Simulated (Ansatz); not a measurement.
Ansatz (a first-principles code) input:
A basis named .json is the Basis Set Exchange file of that set.

Ansatz 0.2 input:
```yaml
crystal:
  periodic: [false, false, false]
  atoms:
    - {symbol: C, position_ang: [-2.12477353, 0.72416843, 0.34069924]}
    - {symbol: C, position_ang: [-0.87312851, -0.05030134, -0.02551556]}
    - {symbol: C, position_ang: [0.27149085, 0.08131416, 0.97883508]}
    - {symbol: C, position_ang: [1.63644587, -0.20901108, 0.39466978]}
    - {symbol: Cl, position_ang: [2.04733866, 1.42714919, -0.62413567]}
    - {symbol: Cl, position_ang: [-1.35772038, -1.82082242, -0.25003808]}
    - {symbol: H, position_ang: [-1.88027002, 1.78909478, 0.37696025]}
    - {symbol: H, position_ang: [-2.92118613, 0.56984701, -0.38934388]}
    - {symbol: H, position_ang: [-2.49334869, 0.42485607, 1.32479228]}
    - {symbol: H, position_ang: [-0.50849688, 0.23583798, -1.00884687]}
    - {symbol: H, position_ang: [0.10304407, -0.63264981, 1.79619893]}
    - {symbol: H, position_ang: [0.15459147, 1.09331469, 1.42055666]}
    - {symbol: H, position_ang: [2.36194704, -0.06487666, 1.20850526]}
basis:
  gaussian:
    orbitals: aug-cc-pV_D+d_Z.json
total_charge: -1
magnetization: {spin_polarized: false}
correlation: {method: ccsd_t, electrons: outside_noble_gas}
output: {forces: true}
```

Q: What final total energy does it print?

A: -1075.54964 Eh (CCSD(T)/aug-cc-pV(D+d)Z). The basis has 219 functions.

It need not be the lowest isomer of its formula. Whether it binds its extra electron was not tested at this geometry.
